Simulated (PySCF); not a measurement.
Se(F)(NMe2) (C2H6FNSe), SMILES N(C)(C)[Se]F.

Coordinates come from a ωB97X-D3(BJ)/def2-SVP optimisation. The structure was generated by enumeration, and PubChem lists no compound with its InChIKey, so it may never have been made. The values are those of a single conformer.

Level of theory: CAM-B3LYP/def2-TZVP (PySCF).

The total energy is -2636.07146 hartree. The point group is Cs. The highest occupied level comes out as -7.88 eV and the lowest empty level is 0.08 eV. The orbital gap is 7.96 eV and the dipole moment is 2.84 D. The quadrupole, principal values (traceless, Buckingham form, about the centre of nuclear charge) is -6.28, 1.26, 5.02 D·Å and the mean static polarisability is 58.2 bohr³ (8.62 Å³). The polarisability, principal values is 51.0, 53.4, 70.2 bohr³.
